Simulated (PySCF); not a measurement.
Compound: C₄H₄O₃PS (charge -1).
Atom-mapped SMILES: `[O:1]=[P@:2]([O-:3])([OH:4])[c:5]1[cH:6][cH:7][cH:8][s:9]1`

NICS = −σ at a ghost point: NICS(0) at the centroid of the ring atoms, NICS(1) 1 Å to either side along the normal of their mean plane, zz for the tensor component along that normal. Level: GIAO PBE0/pcSseg-1 (PySCF, non-relativistic, gas phase) on the GFN2-xTB geometry, one conformer.

Ring bond lengths (Å), with Mayer bond orders in brackets: C5–C6 1.356 (1.63), C6–C7 1.414 (1.25), C7–C8 1.357 (1.57), C8–S9 1.726 (1.17), S9–C5 1.723 (1.14).

Question: What do the NICS probes read (ppm)?

Answer: 
```csv
ring,type,NICS(0),"NICS(1), two faces","NICS(1)zz, two faces",rms pucker (Å),"centre to ring atoms, mean (Å)"
C5–C6–C7–C8–S9,5-membered ring with S; formal bonds all aromatic,-12.5,-11.4 / -11.3,-26.5 / -26.1,0.00,1.28
```

Question: What do they say, and how far can they be read as aromaticity?

Answer: 
- C5–C6–C7–C8–S9: mean NICS(1)zz -26.3 ppm, shielded. The ring is flat and has no four-coordinate atom; by the NICS criterion it is aromatic.

Question: And the bond-length index? Use HOMA with the parameters of Krygowski (1993).

Answer: 
- C5–C6–C7–C8–S9: HOMA 0.78; the largest term is that of C5–C6, α(R − Ropt)² = 0.26. The geometric and the magnetic index point the same way.

The values belong to the conformer `[O:1]=[P@:2]([O-:3])([OH:4])[c:5]1[cH:6][cH:7][cH:8][s:9]1`: O1–P2–C5–C6 -6°, H–O4–P2–O1 154°.
